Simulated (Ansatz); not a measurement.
C3H7FGe, SMILES `C[C]1(F)[CH2][GeH2]1`. Charge 0, multiplicity 1.

```xyz
12

C    -0.707    1.089    0.866
C    -0.497   -0.204    0.147
F    -1.583   -1.037    0.305
C     0.828   -0.912    0.294
Ge    0.502   -0.306   -1.540
H    -0.797    0.908    1.944
H    -1.613    1.586    0.517
H     0.138    1.761    0.703
H     1.578   -0.442    0.923
H     0.750   -1.986    0.432
H     1.238    0.933   -2.039
H     0.162   -1.391   -2.552
```

Task: List the harmonic frequencies (cm⁻¹, unscaled) at PBE0-D4/def2-TZVP in Ansatz. (Best estimate.)

Result: The calculation gave: 157, 242, 277, 317, 413, 449, 458, 498, 573, 596, 777, 811, 860, 941, 966, 980, 1097, 1234, 1273, 1405, 1416, 1465, 1486, 2192, 2221, 3034, 3114, 3132, 3144, 3223.

Task: Is this a minimum?

Result: Yes, all 30 modes are real.

Task: Give the ideal-gas thermochemistry at 298.15 K and 1 bar (rigid rotor, harmonic oscillator; point group C1, symmetry number 1).

Result: Zero-point energy 231.8 kJ/mol; H(298) − E = 251.7 kJ/mol; entropy 335.0 J/(mol·K), of which translation 170.0, rotation 112.8, vibration 52.1; G(298) − E = 151.8 kJ/mol.

Task: And at 400, 500, 600, 800 and 1000 K?

Result: 
```json
{"T (K)": "400", "H − E (kJ/mol)": "264.4", "S (J/mol/K)": "371.5", "G − E (kJ/mol)": "115.8"}
{"T (K)": "500", "H − E (kJ/mol)": "279.2", "S (J/mol/K)": "404.4", "G − E (kJ/mol)": "77.0"}
{"T (K)": "600", "H − E (kJ/mol)": "295.8", "S (J/mol/K)": "434.7", "G − E (kJ/mol)": "35.0"}
{"T (K)": "800", "H − E (kJ/mol)": "333.4", "S (J/mol/K)": "488.5", "G − E (kJ/mol)": "-57.5"}
{"T (K)": "1000", "H − E (kJ/mol)": "375.2", "S (J/mol/K)": "535.1", "G − E (kJ/mol)": "-159.9"}
```
